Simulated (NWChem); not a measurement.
System: VNH₃O₂F; SMILES [V]([F])(=[NH])([OH])[OH]

Input file for NWChem:

```
start job
memory heap 200 mb stack 900 mb global 1100 mb
geometry units angstroms noautoz
  V     -0.000128     0.013318    -0.078306
  N      0.000340    -0.097142     1.512057
  H     -0.002344    -0.021113     2.528083
  F     -0.033142     1.683749    -0.523456
  O     -1.415192    -0.806274    -0.694769
  H     -2.090363    -1.188661    -0.124084
  O      1.447989    -0.748853    -0.691667
  H      2.136723    -1.103886    -0.119534
end
basis spherical
  * library def2-svp
end
dft
  xc xctpssh
  iterations 150
  mulliken
end
task dft energy
```

The geometry was optimised at PBE0/def2-SVP. No frequency run checked for a minimum.

Give the results of this calculation. (TPSSh/def2-SVP.) Quantities: energy (Ha); highest occupied level (eV); orbital gap (eV); dipole (D).


```yaml
energy (Ha): -1250.66
highest occupied level (eV): -7.67
orbital gap (eV): 5.34
dipole (D): 3.86
```
